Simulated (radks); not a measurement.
Fractional charge and spin in the 6s shell of osmium: the spin-up occupation runs from 0 to 1 and the spin-down occupation from 0 to 1; the fullest corner is Os, [Xe] 4f14 5d(up 3, down 3) 6s(up 1, down 1). Calculated with a radial shooting solver on a logarithmic mesh with Libxc functionals: scalar-relativistic Kohn-Sham, r2SCAN, spin-polarised, spherical densities, finite nucleus; meta-GGA in the generalised Kohn-Sham scheme; Fermi nuclear charge, rms radius of each element as measured or else 0.836 A^(1/3) + 0.57 fm. Energy (eV) minus the two flat planes that join the four corners (they meet along the diagonal where the two added fractions sum to one electron); zero is where a piecewise linear energy would lie.

| down \ up | 0 | 0.25 | 0.5 | 0.75 | 1 |
|---|---|---|---|---|---|
| 0 | 0.000 | -0.610 | -0.812 | -0.604 | 0.000 |
| 0.25 | -0.610 | -0.708 | -0.406 | 0.294 | -0.552 |
| 0.5 | -0.812 | -0.406 | 0.387 | -0.364 | -0.737 |
| 0.75 | -0.604 | 0.294 | -0.364 | -0.643 | -0.550 |
| 1 | 0.000 | -0.552 | -0.737 | -0.550 | 0.000 |

Corners above the fullest one (they belong to Os+ and the next ion): (up 1, down 0) 9.255 eV, (up 0, down 1) 9.255 eV, (up 0, down 0) 26.239 eV. With half an added electron in each spin the energy lies 0.387 eV from the planes, and with half an added electron in spin up alone -0.812 eV. The planes are only a guide here: the flat-plane condition holds for ground states with one frontier orbital, while other shells are open and held unpolarised.
